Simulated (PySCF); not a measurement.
Ga(H)(Br)(NH2) (BrGaH₃N), SMILES [NH2][GaH][Br]. Atoms are numbered in the order given.

```xyz
6

Ga     0.4140    -0.8846     0.0000
H      1.8953    -1.3367     0.0000
Br    -0.1344     1.3526     0.0000
N     -1.0136    -1.9889     0.0000
H     -1.9742    -1.6579     0.0000
H     -0.9546    -3.0031     0.0000
```

Coordinates come from a TPSSh-D3(BJ)/def2-SVP optimisation. One conformer was computed; it need not be the lowest.

Two levels are set side by side: PBE/pcSseg-1 (PySCF) and PBE0/pcSseg-1 (PySCF). GIAO shifts against NH3 (¹⁵N), TMS (¹H) at the same level; non-relativistic, no solvent, atoms listed together averaged. Without spin–orbit terms, shifts of atoms bonded to Cl or Br come out too high at both levels. Differences are taken from unrounded values.

```
quantity             PBE
------------------  ----
δ(¹H) of H2 (ppm)   6.15
δ(¹⁵N) of N4 (ppm)  83.4
```

Question: These are the PBE values. What does PBE0 give? (The exact figures need the calculation; the answer reports its results.)

Answer: 
```tsv
quantity	PBE0	PBE minus PBE0
δ(¹H) of H2 (ppm)	5.85	0.30
δ(¹⁵N) of N4 (ppm)	69.8	13.6
```

Rough cost on one machine, each run with all the roots and properties that it gave: PBE0 against PBE within a factor of 2.
